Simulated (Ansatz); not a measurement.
Isomers of C2H6Se, B3LYP-D3(BJ)/def2-TZVP minima from an xTB search, which can miss the lowest.
Isomer 1, SMILES CC[SeH] (charge 0, multiplicity 1):
```xyz
9

C     -0.895    -0.397    -0.140
C      0.166     0.678     0.018
Se     1.777     0.077     0.999
H     -1.212    -0.783     0.828
H     -0.521    -1.235    -0.730
H     -1.772     0.010    -0.653
H     -0.198     1.514     0.615
H      0.494     1.073    -0.941
H      2.161    -0.937     0.003
```
Isomer 2, SMILES C[Se]C (charge 0, multiplicity 1):
```xyz
9

C     -1.458    -0.100     0.114
Se     0.022    -1.131    -0.655
C      1.458     0.092    -0.118
H     -2.372    -0.651    -0.096
H     -1.329    -0.006     1.191
H     -1.510     0.883    -0.350
H      1.308     1.069    -0.574
H      1.490     0.179     0.966
H      2.391    -0.336    -0.477
```

Cores are frozen in the correlated methods. Filled d and f shells under p-block atoms count as core. MP2 and its Hartree–Fock in cc-pVQZ are density fitted.

Run with Ansatz (Gaussian basis) for Hartree–Fock, density functionals and correlated methods. 

The energy of isomer 2 above isomer 1 is E(isomer 2) − E(isomer 1). Total energies (hartree):

```
level                 isomer 2       isomer 1
---------------  -------------  -------------
HF/cc-pVTZ       -2479.1407883  -2479.1419812
MP2/cc-pVTZ      -2479.6588561  -2479.6593404
HF/cc-pVQZ       -2479.1492317  -2479.1504351
MP2/cc-pVQZ      -2479.7038752  -2479.7040075
CCSD(T)/cc-pVTZ  -2479.7222969  -2479.7234068
```

Question: Work out the energy of isomer 2 above isomer 1 at the basis-set limit: extrapolate the MP2 correlation part as X⁻³, take Hartree–Fock from the larger set, and add the CCSD(T) − MP2 difference of cc-pVTZ.

Answer: 
1. Differences (1 hartree = 627.509 kcal/mol): HF/cc-pVTZ 0.749; MP2/cc-pVTZ 0.304; HF/cc-pVQZ 0.755; MP2/cc-pVQZ 0.083; CCSD(T)/cc-pVTZ 0.696.
2. Correlation parts, MP2 less HF: -0.445 in cc-pVTZ (X = 3), -0.672 in cc-pVQZ (X = 4).
3. Limit (4³·(-0.672) − 3³·(-0.445))/(4³ − 3³) = -0.838; with HF/cc-pVQZ it gives -0.083.
4. CCSD(T) less MP2 in cc-pVTZ: 0.392.
Result: 0.31 kcal/mol, against 0.30 at MP2/cc-pVTZ. It is an estimate of this method's limit, not of the exact value.

Ansatz is an electronic-structure program.
